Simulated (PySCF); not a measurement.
**Peak assignment**

Mapped SMILES: `[F:1][SiH2:2][n:3]1[cH:4][cH:5][n:6][cH:7]1`. Each H is labelled by its parent atom.

Level of theory: shieldings: GIAO PBE0/pcSseg-1, GFN2-xTB geometry, in PySCF 2.14 (single conformer, no solvent model, equivalent nuclei averaged, non-relativistic).

Shifts are taken against calculated references (same method and geometry level): ¹³C and ¹H vs TMS.

**Question.** Assign these signals to the numbered atoms. ¹³C{¹H} NMR (computed): δ 141.6, 139.2, 117.6.

**Answer.** 
| δ (ppm) | atoms | environment | reason |
| --- | --- | --- | --- |
| 141.6 | C7 | aromatic CH between two ring heteroatoms | – |
| 139.2 | C5 | aromatic CH next to a ring nitrogen | – |
| 117.6 | C4 | aromatic CH next to a ring nitrogen | – |

**Question.** Assign these signals to the numbered atoms. ¹H NMR (400 MHz, computed): δ 7.61 (m, 1H), 7.55 (m, 1H), 6.76 (m, 1H), 5.69 (m, 2H).

**Answer.** 
```tsv
δ (ppm)	atoms	environment	reason
7.61	H(C7)	hydrogen on an aromatic CH between two ring heteroatoms	the ring current deshields protons in the ring plane
7.55	H(C5)	hydrogen on an aromatic CH next to a ring nitrogen	the ring current deshields protons in the ring plane
6.76	H(C4)	hydrogen on an aromatic CH next to a ring nitrogen	–
5.69	H(Si2)	hydrogen on a silicon bonded to F, N	–
```

H(C7) and H(C5) lie closer than the usual error of such a calculation, so a measured spectrum could show them in the other order.

Splittings by ¹⁹F in the carbon and heteronuclear signals aren't shown, as no couplings were computed. Shifts are as computed. Against solution values, carbons near 30 ppm lie about +3 ppm off and those near 130 ppm about +5 ppm. Of 1211 compounds with measured shifts, 218 miss one by over three times the rms of a fit or turn the order of signals round; such compounds aren't used in these exercises. No couplings were computed; multiplicities are counted from neighbouring protons, with m where these are inequivalent, close in shift, in a saturated or five-membered ring or joined by F or P, and br s for small geminal =CH2 splittings.
